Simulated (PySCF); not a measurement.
This script is equivalent to a calculation on Ne²⁺ (neon, charge +2).

```python
from pyscf import gto, scf, dft, mp, cc
import basis_set_exchange as bse
mol = gto.M(atom="Ne 0 0 0", charge=2, spin=2, symmetry="D2h",
            basis=gto.basis.parse(bse.get_basis("aug-cc-pVQZ-DK", elements=["Ne"], fmt="nwchem")),
            nucmod="G")
mf = dft.UKS(mol, xc="LDA,VWN").sfx2c1e()
mf.irrep_nelec = {'Ag': (2, 2), 'B1u': (1, 0), 'B2u': (1, 1), 'B3u': (1, 0)}
mf.kernel()
```

(1) What total energy does it give?

(2) Which occupied shell lies highest, and where?

(3) What is ⟨S²⟩, and what would a pure spin state give?

## Answers

(1) -126.028 hartree (calculated).

(2) 2p β, at -52.148 eV.

(3) 2.001, against 2.00.
